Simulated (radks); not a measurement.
Removal energies from the silicon ion Si5+, [He] 2s2 2p(1/2: 2, 3/2: 3), by Delta-SCF beside the eigenvalue of the level emptied. Calculated with a radial shooting solver on a logarithmic mesh with Libxc functionals: Dirac Kohn-Sham, PBE, spin-unpolarised, spherical densities, finite nucleus; Fermi nuclear charge, rms radius of each element as measured or else 0.836 A^(1/3) + 0.57 fm. Sub-shells are occupied by j as written (lower j first in brackets).

| removed from | final configuration | Delta-SCF (eV) | -eigenvalue (eV) |
|---|---|---|---|
| 2p3/2 | [He] 2s2 2p(1/2: 2, 3/2: 2) | 208.73 | 187.78 |
| 2p1/2 | [He] 2s2 2p(1/2: 1, 3/2: 3) | 209.51 | 188.50 |
| 2s1/2 | [He] 2s1 2p(1/2: 2, 3/2: 3) | 249.93 | 230.54 |
| 1s1/2 | 1s1 2s2 2p(1/2: 2, 3/2: 3) | 1976.8 | 1891.6 |
